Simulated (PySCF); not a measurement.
## Working out the ionisation energy of C²⁺

C²⁺ [He] 2s2 (1S) → C³⁺ [He] 2s1 (2S). Calculation: PySCF 2.14, in x2c-TZVPPall (5s3p2d1f, 31 functions); scalar relativity by spin-free X2C-1e. Frozen: nothing. Energies in hartree (1 hartree = 27.21139 eV):

```csv
part,C²⁺ (lower),C³⁺ (upper)
UHF,-36.422566,-34.739622
CCSD correlation,-0.088100,-0.015942
(T),-0.000273,-0.000006
```

Question: What does Hartree-Fock give?

Answer: (-34.739622) − (-36.422566) = 1.682944 hartree = 45.795 eV.

Question: What do CCSD and CCSD(T) give?

Answer: The CCSD correlation energies differ by 0.072158 hartree = 1.964 eV and the triples by 0.000267 hartree = 0.007 eV, so CCSD gives 47.759 eV and CCSD(T) 47.766 eV.

Measured between the centres of the two terms (NIST): 47.888 eV, so CCSD(T) (valence and next inner shell) is off by -0.122 eV.

The coupled-cluster amplitudes are large, so a single reference is strained.

What remains against the reference includes basis incompleteness and higher excitations.
